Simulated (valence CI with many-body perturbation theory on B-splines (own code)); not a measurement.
Results of a calculation; reference values are marked as such.
# Level structure of Pr⁵²⁺

Level of theory: relativistic CI+MBPT: five valence electrons over a frozen Dirac-Fock core [He], radial functions for each j: 11 s, 11 p, 10 d, 8 f, 5 g, 2 h, with the one-electron correlation potential Σ1, the two-electron term Σ2, the three-electron term Σ3, Breit, model QED; selected CI, second order for the rest, scaled by the run's own slope (own B-spline code, finite nucleus).

The last digits are not significant, and no measured levels were compared; by estimate large intervals hold to a few tenths of a per cent, small ones and those within an open d or f shell to about a per cent. Among the levels kept, up to 7100 cm⁻¹ of a level comes from second order outside the variational space, and about a tenth of that is noise between levels of different J, which matters for small intervals.

Levels 46 to 90 of 197, with energies above the lowest level, (2s^2 2p1/2^2 2p3/2) J=3/2. "Leading %" is the weight of the configuration and term that name the level; weights of strongly mixed levels are sums over their largest components and can fall short. In the jj column 3d3/2^4 stands for four electrons in 3d with j = 3/2.

```
No.  Configuration  Term    J  E (eV)  Leading %   Second component                      Leading jj
 46       2s²2p²3d    ²D  5/2  6344.9         30   28 % 2s²2p²3d ²F   2s^2 2p1/2 2p3/2 3d3/2 (84 %)
 47       2s²2p²3d    ²D  3/2  6346.7         43   18 % 2s²2p²3d ⁴D   2s^2 2p1/2 2p3/2 3d3/2 (88 %)
 48       2s²2p²3d    ⁴P  1/2  6351.6         30   29 % 2s²2p²3d ²P   2s^2 2p1/2 2p3/2 3d3/2 (85 %)
 49       2s²2p²3d    ⁴D  7/2  6352.0         47   36 % 2s²2p²3d ⁴F   2s^2 2p1/2 2p3/2 3d5/2 (98 %)
 50       2s²2p²3d    ²P  3/2  6367.2         36   30 % 2s²2p²3d ⁴P   2s^2 2p1/2 2p3/2 3d5/2 (93 %)
 51       2s²2p²3d    ²F  5/2  6369.8         42   26 % 2s²2p²3d ⁴D   2s^2 2p1/2 2p3/2 3d5/2 (92 %)
 52       2s²2p²3d    ²G  9/2  6370.0         63   37 % 2s²2p²3d ⁴F  2s^2 2p1/2 2p3/2 3d5/2 (100 %)
 53        2s2p³3p    ²P  1/2  6377.7         29    17 % 2s2p³3p ⁴D   2s 2p1/2^2 2p3/2 3p1/2 (84 %)
 54        2s2p³3p    ²D  3/2  6377.8         30    22 % 2s2p³3p ⁴F   2s 2p1/2^2 2p3/2 3p1/2 (90 %)
 55       2s²2p²3d    ²D  5/2  6383.8         61   22 % 2s²2p²3d ⁴P   2s^2 2p1/2 2p3/2 3d5/2 (96 %)
 56       2s²2p²3d    ²F  7/2  6390.6         67   16 % 2s²2p²3d ²G   2s^2 2p1/2 2p3/2 3d5/2 (96 %)
 57       2s²2p²3d    ²D  3/2  6393.9         58   29 % 2s²2p²3d ²P   2s^2 2p1/2 2p3/2 3d5/2 (99 %)
 58       2s²2p²3d    ²P  1/2  6398.1         61   33 % 2s²2p²3d ²S   2s^2 2p1/2 2p3/2 3d5/2 (98 %)
 59        2s2p³3p    ⁴D  7/2  6452.0         47    31 % 2s2p³3p ⁶P   2s 2p1/2^2 2p3/2 3p3/2 (97 %)
 60        2s2p³3p    ⁴P  3/2  6459.4         33    25 % 2s2p³3p ²P   2s 2p1/2^2 2p3/2 3p3/2 (98 %)
 61        2s2p³3p    ⁴P  5/2  6473.1         37    21 % 2s2p³3p ²D   2s 2p1/2^2 2p3/2 3p3/2 (97 %)
 62        2s2p³3p    ²P  1/2  6476.9         38    28 % 2s2p³3p ⁴P   2s 2p1/2^2 2p3/2 3p3/2 (98 %)
 63        2s2p³3p    ²D  5/2  6524.5         30    18 % 2s2p³3p ⁴P   2s 2p1/2^2 2p3/2 3p3/2 (97 %)
 64        2s2p³3d   ⁴D°  5/2  6529.2         30   22 % 2s2p³3d ⁶D°   2s 2p1/2^2 2p3/2 3d3/2 (98 %)
 65        2s2p³3d   ⁶D°  3/2  6532.8         28   20 % 2s2p³3d ⁴D°   2s 2p1/2^2 2p3/2 3d3/2 (98 %)
 66        2s2p³3d   ⁴F°  7/2  6534.9         24   20 % 2s2p³3d ⁶D°   2s 2p1/2^2 2p3/2 3d3/2 (90 %)
 67        2s2p³3d   ⁴P°  1/2  6535.1         45   31 % 2s2p³3d ⁶D°   2s 2p1/2^2 2p3/2 3d3/2 (98 %)
 68        2s2p³3p    ²P  3/2  6537.1         32    15 % 2s2p³3p ⁴D   2s 2p1/2^2 2p3/2 3p3/2 (98 %)
 69       2s²2p²3s    ⁴P  5/2  6540.2         61   36 % 2s²2p²3s ²D          2s^2 2p3/2^2 3s (96 %)
 70        2s2p³3p    ⁴P  1/2  6541.0         42    16 % 2s2p³3p ²S   2s 2p1/2^2 2p3/2 3p3/2 (98 %)
 71       2s²2p²3s    ²P  3/2  6547.6         54   35 % 2s²2p²3s ²D          2s^2 2p3/2^2 3s (98 %)
 72        2s2p³3d   ⁴F°  9/2  6564.7         48   32 % 2s2p³3d ⁶D°   2s 2p1/2^2 2p3/2 3d5/2 (99 %)
 73        2s2p³3d   ²D°  3/2  6582.7         26   15 % 2s2p³3d ⁴F°   2s 2p1/2^2 2p3/2 3d5/2 (60 %)
 74        2s2p³3d   ⁴D°  5/2  6583.9         31   21 % 2s2p³3d ²D°   2s 2p1/2^2 2p3/2 3d5/2 (98 %)
 75       2s²2p²3s    ²S  1/2  6588.7         68   20 % 2s²2p²3s ⁴P          2s^2 2p3/2^2 3s (98 %)
 76        2s2p³3d   ⁴D°  7/2  6591.7         41   26 % 2s2p³3d ²F°   2s 2p1/2^2 2p3/2 3d5/2 (90 %)
 77        2s2p³3d   ²F°  5/2  6601.3         34   24 % 2s2p³3d ⁴G°   2s 2p1/2^2 2p3/2 3d3/2 (98 %)
 78        2s2p³3d   ⁴D°  1/2  6602.5         58   13 % 2s2p³3d ²P°   2s 2p1/2^2 2p3/2 3d5/2 (50 %)
 79        2s2p³3d   ²D°  3/2  6611.1         41   20 % 2s2p³3d ²P°   2s 2p1/2^2 2p3/2 3d3/2 (60 %)
 80        2s2p³3d   ²P°  1/2  6614.8         61   16 % 2s2p³3d ⁴D°   2s 2p1/2^2 2p3/2 3d3/2 (50 %)
 81       2s²2p²3p   ²P°  3/2  6627.5         26  25 % 2s²2p²3p ⁴P°       2s^2 2p3/2^2 3p1/2 (97 %)
 82       2s²2p²3p   ²D°  5/2  6630.7         40  25 % 2s²2p²3p ²F°       2s^2 2p3/2^2 3p1/2 (97 %)
 83        2s2p³3d   ²F°  7/2  6642.9         32   19 % 2s2p³3d ⁴D°   2s 2p1/2^2 2p3/2 3d5/2 (99 %)
 84        2s2p³3d   ²D°  5/2  6654.5         34   11 % 2s2p³3d ²F°   2s 2p1/2^2 2p3/2 3d5/2 (98 %)
 85        2s2p³3d   ²P°  3/2  6655.9         30   14 % 2s2p³3d ⁴P°   2s 2p1/2^2 2p3/2 3d5/2 (98 %)
 86       2s²2p²3p   ²P°  1/2  6674.5         74  16 % 2s²2p²3p ⁴D°       2s^2 2p3/2^2 3p1/2 (97 %)
 87        2s2p³3s   ⁶S°  5/2  6703.8         48   40 % 2s2p³3s ⁴D°      2s 2p1/2 2p3/2^2 3s (97 %)
 88        2s2p³3s   ⁴S°  3/2  6725.4         46   29 % 2s2p³3s ⁴D°      2s 2p1/2 2p3/2^2 3s (97 %)
 89        2s2p³3s   ⁴D°  7/2  6735.5         80  12 % 2s²2p²3p ⁴D°      2s 2p1/2 2p3/2^2 3s (80 %)
 90        2s2p³3s   ²D°  5/2  6752.9         31  19 % 2s²2p²3p ⁴P°       2s^2 2p3/2^2 3p3/2 (51 %)
```
